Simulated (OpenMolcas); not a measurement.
**Hf: effect of the basis set**

```yaml
Program: OpenMolcas 26.06
Method: "SS-CASPT2, IPEA 0.25 Eh, imaginary shift 0.1 Eh (closed shells correlated: 5s 5p)"
Active_space: 4 electrons in 6 orbitals (5d 6s)
State_averaging: 2S+1 = 3 even, 55 roots; 2S+1 = 5 even, 10 roots kept (CI in the orbitals of an earlier block); 2S+1 = 1 even, 50 roots kept (CI in the orbitals of an earlier block)
Spin-orbit_coupling: RASSI with atomic mean-field integrals over the reference wave functions, term energies averaged over their components
```

A. ANO-R1 [7s5p4d2f], X2C, finite nucleus; CASPT2 step roughly 28 core-seconds
B. ANO-R2 [8s6p5d3f1g], X2C, finite nucleus; CASPT2 step about 90 core-seconds
C. ANO-RCC-VTZP [8s7p5d3f2g1h], DKH2, point nucleus; CASPT2 step of the order of 50 core-seconds
D. ANO-R3 [9s7p7d4f3g1h], X2C, finite nucleus; CASPT2 step of the order of 2.8 core-minutes
E. ANO-RCC-VQZP [9s8p6d4f3g2h], DKH2, point nucleus; CASPT2 step about 3 core-minutes

Energies in cm⁻¹ above 5d² 6s² ³F₂, the measured ground level; measured values from NIST Handbook of Basic Atomic Spectroscopic Data.

```tsv
Level	A	B	C	D	E	Measured
5d² 6s² ³F₂	0.0	0.0	0.0	0.0	0.0	0.0
5d² 6s² ³F₃	2220	2270	2320	2300	2310	2357
5d² 6s² ³P₀	4260	4430	4300	4810	4640	5522
5d² 6s² ³F₄	4280	4320	4420	4330	4350	4568
5d² 6s² ³P₁	5190	5420	5310	5830	5670	6573
5d² 6s² ¹G₄	11060	10010	10490	9550	9850	10533
5d³ 6s ⁵F₁	12780	13060	12390	12890	12610	
5d³ 6s ⁵F₂	13490	13780	13130	13620	13340	
5d³ 6s ⁵F₃	14490	14810	14170	14650	14380	
5d³ 6s ⁵F₄	15700	16010	15400	15860	15590	
5d³ 6s ⁵F₅	16970	17240	16670	17050	16790	
5d³ 6s ⁵P₁	21100	21050	20480	20710	20540	
5d² 6s² ¹S₀	21440	19600	19480	19160	18680	20328
5d³ 6s ⁵P₂	21470	21360	20800	20930	20750	
5d³ 6s ⁵P₃ [59 %]	22650	22580	22080	22330	22160	
5d³ 6s ³G₃ [56 %]	23790	22730	22550	21540	21540	
5d³ 6s ³G₄ [74 %]	24280	23140	23050	22000	22030	
5d³ 6s ³F₂(1) [74 %]	24580	23440	23000	22130	22020	
5d³ 6s ³G₅ [61 %]	25270	24130	24070	22980	23030	
5d³ 6s ³D₁ [66 %]	25320	24340	23920	23300	23070	
5d³ 6s ³F₃(1) [58 %]	26470	25400	25060	24160	24070	
5d³ 6s ³D₂ [67 %]	26670	25730	25340	24750	24550	
5d³ 6s ³P₀(1)	27290	26120	25620	24930	24660	
5d³ 6s ³H₄ [59 %]	27530	26050	26080	24580	24640
```

Deviations, from unrounded energies. A percentage is the sum of absolute deviations over the sum of measured energies, with the sign that they share, or ± where signs differ.

```
                        Against measurement  Levels      A     B     C     D     E
             mean absolute deviation (cm-1)       6    780   640   590   650   730
      fine structure of the ground term (%)       2   -6.1  -4.9  -2.6  -4.3  -3.8
other terms of the ground configuration (%)       4  ±10.0  -8.1  -7.9  -8.4  -9.6
```

C lies closest to measurement on these levels and A furthest from it. The largest miss of C in the table is 5d² 6s² ³P₁, by -1300 cm-1. The ranking rests on the paired levels alone, and a cruder setting can come out closer through cancelling errors.

The two smallest mean deviations differ by little beside CASPT2's spread within terms, so their order carries little weight.

Among A to E the level of the table that moves most is 5d³ 6s ³H₄ [59 %], by 3000 cm-1 (lowest in D, highest in A). Moves below CASPT2's spread within the term are not significant.

CASPT2 breaks the degeneracy within a term, and the mean is taken; among the terms shown or strongly mixed into the levels shown the widest spread is 840 cm-1 (5d² 6s² ¹G, E). Over all roots computed the reference weight is 0.88 to 0.96 in A, 0.86 to 0.93 in B, 0.85 to 0.94 in C, 0.85 to 0.93 in D, 0.85 to 0.93 in E; the roots of lowest weight are the least certain, and an intruder state may touch them. Terms from blocks run as CI alone lack orbitals of their own. A single d shell beside an s shell can misplace configurations of different d count against each other. The CASPT2 spread within a term exceeds the gap to the next term for 5d³ 6s ³D and 5d³ 6s ³F(1), so the order of their levels is uncertain, and so are names and mixing where such terms share a J (figures for B; the like holds for D, E). Some terms miss by over 15 % even with CASPT2, which points to a basis or an active space too small for the shells correlated (holds for A; B; C; E). Measured partners are found by configuration, term and J. A level has none where our copy of the source lacks it or the pairing is in doubt (some pairs that miss far off the trend of their configuration count as doubtful), and it then counts in no deviation. Levels of configurations outside the active space are missing. Levels that lie high or do not pair safely by name in every column are left out.

A share in square brackets marks a mixed level and gives the weight of the term that names it, the lowest over the columns. A number in round brackets counts repeated terms of one configuration in the order of the reference energies.
